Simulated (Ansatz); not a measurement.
Predict a relaxed structure of [ReH9]2- (ReH9²⁻), charge -2, singlet, at B3LYP-D4/def2-TZVPD (Ansatz).


```xyz
10

Re   -0.0002   -0.0002   -0.0001
H    -1.0423   -0.8540    1.0220
H     1.0790    1.1348    0.6301
H    -0.0558   -0.3009   -1.6633
H    -1.6254    0.0765   -0.5813
H     0.0852   -1.6963   -0.3181
H    -0.8127    1.0830    1.0751
H     0.8745   -0.6654    1.3347
H    -0.0948    1.4855   -0.8794
H     1.5924   -0.2629   -0.6197
```
Point group D3h (tolerance 0.1 Å). The metal has 9 neighbours: H 1.69 Å, H 1.69 Å, H 1.69 Å, H 1.73 Å, H 1.73 Å, H 1.73 Å, H 1.73 Å, H 1.73 Å, H 1.73 Å. This is one stationary point.

In the def2 sets Re takes a core potential; there is no spin–orbit coupling. A multiply charged anion in the gas phase is held together partly by the finite basis. Removing one electron lowers the energy by 0.59 eV at PBE0-D4/def2-TZVPD, so it isn't bound. The highest occupied level of the charge -2 singlet lies above zero (up to 2.54 eV). By energy differences it is unbound by 0.59 eV (vertical, to the charge -1 doublet, at PBE0-D4/def2-TZVPD) and held by the finite basis. The relaxation made no stability test and no search for a lower SCF solution.
